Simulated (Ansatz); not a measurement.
Consider the ligand exchange at a B–C bond: `CCOB(C)Cl` + HCl → `CCOB(Cl)Cl` + CH₄.

Calculated with Ansatz (gas phase, PBE0-D4/def2-TZVP geometries, no zero-point term in ΔE). CCSD(T)/CBS adds triple-zeta CCSD(T) − MP2 to the extrapolated MP2 energy (def2 sets, frozen cores). This one scheme is used for every species. Functionals use def2-TZVPP. B3LYP here is the variant with VWN-RPA as its local correlation; programs differ in this. One conformer a species, not always the lowest.

`CCOB(C)Cl`:

```xyz
14

C    -0.597   -1.812   -1.013
C     0.163   -0.549   -1.336
O    -0.182    0.493   -0.430
B     0.451    0.774    0.717
C    -0.042    1.930    1.640
Cl    1.884   -0.177    1.213
H    -1.673   -1.628   -1.021
H    -0.374   -2.582   -1.755
H    -0.314   -2.192   -0.030
H    -0.100   -0.180   -2.330
H     1.241   -0.724   -1.307
H     0.755    2.663    1.795
H    -0.296    1.544    2.632
H    -0.914    2.438    1.226
```

HCl:

Cartesian coordinates in Å:
```
Cl 0.132 -0.360 -0.512
H -0.132 0.360 0.512
```

`CCOB(Cl)Cl`:

Z-matrix (Å, degrees):
```
C
C 1 1.508
H 1 1.091 2 110.7
H 1 1.092 2 110.9 3 -120.7
H 1 1.092 2 109.8 3 119.7
O 2 1.428 1 110.7 3 56.5
H 2 1.093 1 111.2 3 178.6
H 2 1.091 1 111.1 3 -60.5
B 6 1.330 2 125.0 1 91.2
Cl 9 1.764 6 123.0 2 1.5
Cl 9 1.753 6 118.3 2 -178.6
```

CH₄:

Cartesian coordinates in Å:
```
C 0.000 0.000 0.000
H -0.920 0.026 0.583
H 0.115 0.939 -0.540
H -0.044 -0.825 -0.711
H 0.849 -0.141 0.668
```

(1) Is it downhill or uphill in electronic energy at CCSD(T)/CBS, and by how much? (Best estimate.)

(2) What do these levels give: r2SCAN-D4, PBE0-D4, B3LYP-D4, B2PLYP, PBE, B3LYP, HF/def2-TZVPP, CCSD/def2-TZVPP, CCSD(T)/def2-TZVPP, SCS-MP2/def2-QZVPP, MP2/CBS(def2), CCSD/CBS(def2)? (Estimate.)

Largest T1 diagnostic among the species: 0.011.

Answers

(1) Ansatz gave: Downhill: ΔE = -70.5 kJ/mol.

(2) Ansatz gave: r2SCAN-D4 -76.3, PBE0-D4 -72.8, B3LYP-D4 -74.4, B2PLYP -75.2, PBE -74.4, B3LYP -74.5, HF/def2-TZVPP -73.7, CCSD/def2-TZVPP -69.3, CCSD(T)/def2-TZVPP -70.7, SCS-MP2/def2-QZVPP -74.6, MP2/CBS(def2) -75.8, CCSD/CBS(def2) -69.0 kJ/mol.
